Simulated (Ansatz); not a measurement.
Species: CH6B2O, SMILES `BB(C)O` (charge 0, multiplicity 1).

**Question.** Give a relaxed geometry from B3LYP-D3(BJ)/def2-TZVP in Ansatz (a quantum-chemistry and plane-wave program).

**Answer.** One answer among several that fit: the end point of this relaxation, one of several conformers (outside a Z-matrix the atoms follow the SMILES, hydrogens last).
Bond lengths (Å): B1–B2 1.681, B1–H5 1.196, B1–H6 1.196, B2–C3 1.581, B2–O4 1.368, C3–H7 1.094, C3–H8 1.096, C3–H9 1.096, O4–H10 0.965. Bond angles (°): B2–B1–H5 122.3, B2–B1–H6 122.0, H5–B1–H6 115.6, B1–B2–C3 121.1, B1–B2–O4 118.0, C3–B2–O4 120.9, B2–C3–H7 112.2, B2–C3–H8 113.3, B2–C3–H9 109.7, H7–C3–H8 107.9, H7–C3–H9 105.9, H8–C3–H9 107.5, B2–O4–H10 113.7.
